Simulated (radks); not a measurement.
Q: Valence configurations of Ho II (all share [Xe]). All-electron calculation, Dirac Kohn-Sham, PBE, spin-unpolarised, spherical densities, point nucleus; open shells fill j = l - 1/2 first. Program: a radial shooting solver on a logarithmic mesh with Libxc functionals. Order these by energy: 4f9 5d1.5 6s1 6p0.5; 4f11 6p1; 4f10 5d1 6s1; 4f10.5 6s1 6p0.5; 4f11 6s1; 4f10 6s2; 4f11 6s0.5 6p0.5; 4f11.5 6s0.5; 4f10 5d0.5 6s1 6p0.5; 4f12.

A: From the lowest, in eV above it: 4f11 6s1 0.000; 4f11.5 6s0.5 0.591; 4f11 6s0.5 6p0.5 1.612; 4f12 2.309; 4f10.5 6s1 6p0.5 2.599; 4f11 6p1 3.238; 4f10 6s2 3.419; 4f10 5d1 6s1 4.425; 4f10 5d0.5 6s1 6p0.5 5.658; 4f9 5d1.5 6s1 6p0.5 15.697. NIST lists [Xe] 4f11 6s1 as the ground configuration; this level of theory agrees among the configurations tried. The energies are those of spherical spin-averaged densities, not of single terms.
